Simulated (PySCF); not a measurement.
Bond stretch in H₃As, SMILES [AsH3], singlet. The As1–H4 bond (As1 also carries H, H; H4 carries nothing else) is pulled apart rigidly from the PBE0/def2-TZVP optimised geometry.

Levels: RKS-PBE = restricted PBE/cc-pVTZ (PySCF); UKS-PBE = unrestricted PBE/cc-pVTZ (PySCF); UCCSD(T) = CCSD(T) on UHF/cc-pVTZ, 9 core orbitals frozen run with PySCF.

Energies relative to the lowest point of each curve near equilibrium, in mEh; the last columns give the difference from UCCSD(T):

| R / Å | RKS-PBE | UKS-PBE | UCCSD(T) | RKS-PBE − UCCSD(T) | UKS-PBE − UCCSD(T) |
|---|---|---|---|---|---|
| 1.14 | 93.7 | 93.7 | 89.6 | 4.2 | 4.2 |
| 1.22 | 51.3 | 51.3 | 47.6 | 3.7 | 3.7 |
| 1.29 | 27.3 | 27.3 | 24.2 | 3.1 | 3.1 |
| 1.38 | 9.3 | 9.3 | 7.3 | 2.0 | 2.0 |
| 1.45 | 2.4 | 2.4 | 1.4 | 1.1 | 1.1 |
| 1.49 | 0.6 | 0.6 | 0.1 | 0.5 | 0.5 |
| 1.52 | 0.0 | 0.0 | 0.0 | 0.0 | 0.0 |
| 1.58 | 0.5 | 0.5 | 1.5 | -0.9 | -0.9 |
| 1.61 | 1.5 | 1.5 | 2.9 | -1.4 | -1.4 |
| 1.69 | 5.8 | 5.8 | 8.4 | -2.6 | -2.6 |
| 1.77 | 12.0 | 12.0 | 15.7 | -3.6 | -3.6 |
| 1.89 | 23.4 | 23.4 | 28.3 | -4.9 | -4.9 |
| 2.06 | 41.4 | 41.4 | 47.4 | -6.0 | -6.0 |
| 2.29 | 65.6 | 65.6 | 72.5 | -6.9 | -6.9 |
| 2.49 | 84.8 | 84.8 | 91.2 | -6.4 | -6.4 |
| 2.76 | 106.8 | 104.8 | 110.0 | -3.2 | -5.3 |
| 3.04 | 125.0 | 114.9 | 120.1 | 4.9 | -5.2 |
| 3.37 | 141.0 | 119.9 | 124.4 | 16.6 | -4.4 |
| 3.77 | 154.3 | 122.1 | 125.8 | 28.5 | -3.7 |
| 4.09 | 161.5 | 122.8 | 126.2 | 35.3 | -3.5 |
| 4.54 | 168.0 | 123.1 | 126.4 | 41.6 | -3.3 |
| 5.29 | 173.5 | 123.3 | 126.5 | 47.0 | -3.2 |

RKS-PBE is furthest from UCCSD(T) at 5.29 (47.0 mEh, above); its mean absolute difference over the points is 10.2 mEh.

UKS-PBE is furthest from UCCSD(T) at 2.29 (-6.9 mEh, below); its mean absolute difference over the points is 3.5 mEh.

The restricted form behind RKS-PBE keeps the bonding electrons paired and can't separate into open-shell fragments. The unrestricted determinant behind UKS-PBE is spin-contaminated at 2.76 to 5.29 Å (<S²> up to 1.0, against 0.00 for a pure singlet). The unrestricted determinant behind UCCSD(T) is spin-contaminated at 2.06 to 5.29 Å (<S²> up to 1.0, against 0.00 for a pure singlet).
